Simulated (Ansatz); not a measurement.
`FBF` + `[SiH3]N[SiH3]` → `FBN([SiH3])[SiH3]` + H–F at 600 K and 1 bar (ligand exchange at a B–F bond).

Gas-phase electronic energies from Ansatz, PBE0-D4/def2-TZVP geometries. CCSD(T)/CBS adds triple-zeta CCSD(T) − MP2 to the extrapolated MP2 energy (def2 sets, frozen cores). This one scheme is used for every species. Each species was taken in one conformer, which may not be the lowest.

```
            species  CCSD(T)/CBS energy (Eh)  H − E (kJ/mol)  S (J/(mol·K))
              `FBF`               -225.09427            73.4          279.9
    `[SiH3]N[SiH3]`               -637.10515           230.1          420.5
`FBN([SiH3])[SiH3]`               -761.79139           263.5          471.8
                H–F               -100.39570            42.3          194.0
```

H − E and S are ideal-gas, rigid-rotor, harmonic terms from PBE0-D4/def2-TZVP, for one conformer and one mirror image of each species. 1 Eh = 2625.50 kJ/mol, R = 8.31446 J/(mol·K).

Problem. By hand: ΔE, ΔH, ΔS and ΔG.

Solution. ΔE = (-761.79139) + (-100.39570) − (-225.09427) − (-637.10515) = 0.01233 Eh = 32.4 kJ/mol. Δ(H − E) = 263.5 + 42.3 − 73.4 − 230.1 = 2.3, so ΔH = 34.7 kJ/mol. ΔS = 471.8 + 194.0 − 279.9 − 420.5 = -34.6 J/(mol·K). ΔG = 34.7 − 600 × (-34.6)/1000 = 55.5 kJ/mol.

Problem. By hand: the equilibrium constant, and the temperature at which ΔG would vanish if ΔH and ΔS stayed fixed.

Solution. log₁₀ K = −ΔG/(RT ln 10) = -4.8. ΔH and −TΔS have one sign here, so there is no such temperature.

TΔS isn't small against ΔH here. A doubt of 5 kJ/mol in ΔE shifts log₁₀ K by 0.4 here. Other conformers and mirror images would add mixing entropy, several J/(mol·K) or more a flexible species. Modes under 60 cm⁻¹, often nearly free rotors, make the harmonic entropy too high. These are equilibria of isolated gas molecules and say nothing of rates. Largest T1 diagnostic: 0.013 (customary marks: 0.02 for closed shells, 0.045 for open ones).
